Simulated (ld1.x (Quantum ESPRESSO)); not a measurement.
**Transferability test, TM potential for thallium (Tl)**

thallium, norm-conserving Troullier–Martins (Kleinman–Bylander form), made with ld1.x (Quantum ESPRESSO) 7.5 (PBE, scalar-relativistic). Core [Xe] 4f14, reference 5d10 6s1.5 6p0 (charge +1.5). Waves: 6p (bound, empty): rc 3.00 bohr; 5d (bound): rc 2.06 bohr; 6s (bound): rc 2.22 bohr. Local part: the s channel. Core correction: none.

Energies are relative to the spin-unpolarised reference configuration 5d10 6s1.5 6p0; without spin polarisation the order of configurations can differ from experiment.

**Question.** Give the all-electron excitation energy and the error of the potential for: 5d10 6s2 6p1; 5d10 6s2 6p0; 5d10 6s1 6p0; 5d9 6s2 6p1; 5d9 6s0 6p0; 5d10 6s2 6p0.5; 5d10 6s1 6p1.

**Answer.**

```
valence configuration  charge  ΔE all-electron (eV)  error AE − PS (meV)
         5d10 6s2 6p1       0               -14.424                  +13
         5d10 6s2 6p0      +1                -9.257                 +5.1
         5d10 6s1 6p0      +2                11.523                 -1.8
          5d9 6s2 6p1      +1                 6.814                 -128
          5d9 6s0 6p0      +4                93.452                  -71
       5d10 6s2 6p0.5    +0.5               -12.570                 +9.3
         5d10 6s1 6p1      +1                -0.979                 +2.0
```
